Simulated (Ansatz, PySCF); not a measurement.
Gas-phase reaction in SMILES: [F][Ge]([Cl])([Cl])[Cl] [trichloro(fluoro)germane] -> [F][Ge]([Cl])[Cl] + Cl atom (the Cl-Ge bond at the site shown breaks; other sites are not compared here)
Structures are relaxed separately at B3LYP-D3(BJ)/def2-TZVP in Ansatz (a first-principles code).

Quantity: bond dissociation energy (0 K, with B3LYP-D3(BJ) harmonic zero-point energies from PySCF), in kcal/mol. Valence correlation only, unless marked. Open shells are spin-unrestricted. No spin-orbit coupling. The frozen core is the preceding noble-gas configuration, with the filled d and f shells of earlier blocks. No relativistic terms. Basis-set limits of correlation are two-point, X^-3; Hartree-Fock from the larger set. The bracket is a focal-point correction in the basis named.

```csv
level,program,bond dissociation energy (kcal/mol),minus last row
revPBE/def2-TZVPD,Ansatz,82.8,-13.2
PBE0/6-31G*,Ansatz,87.8,-8.2
r2SCANh-D4/def2-TZVPD,Ansatz + dftd4,91.0,-5.0
HSE06-D4/def2-TZVPD,Ansatz + dftd4,91.6,-4.4
SCS-MP2/STO-3G,Ansatz,88.0,-8.0
"RI-MP2/CBS(def2-TZVPP,def2-QZVPP)+[CCSD(T)-MP2]/def2-TZVPP",Ansatz,95.9,-0.1
"CCSD(T)/CBS(def2-TZVPP,def2-QZVPP)",Ansatz,96.0,0.0
```
